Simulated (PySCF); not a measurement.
**Worked example: oscillator strength and radiative lifetime**

C4H5FO, SMILES O=C1CC[C@@H]1F.

The structure is a stationary point at ωB97X-D3(BJ)/def2-SVP. The structure was generated by enumeration; whether it is a known compound was not checked.

PySCF with TDA-M06-2X/def2-SVPD puts the first singlet state with f over 0.02 at 7.42 eV (vertical), with the transition dipole (-0.004, -0.311, 0.222) in atomic units.

Find the oscillator strength, the wavelength and the radiative lifetime that this transition would have in vacuum if emission retraced absorption.


|μ|² = 0.1460 au, so |μ| = 0.97 D. ΔE = 7.42/27.211 = 0.2727 hartree. f = (2/3) ΔE |μ|² = 0.027 (the program prints 0.027).
λ = 1239.84/7.42 = 167 nm; ν = 59846 cm⁻¹.
Einstein's coefficient A = 0.6670 ν² f s⁻¹ (ν in cm⁻¹) = 6.3e7 s⁻¹, so τ = 1/A = 16 ns. This state is S2; the lower singlet has f = 0.000. The figure is the radiative limit of this one transition; relaxation, internal conversion, crossing to triplets and a medium change what is measured.
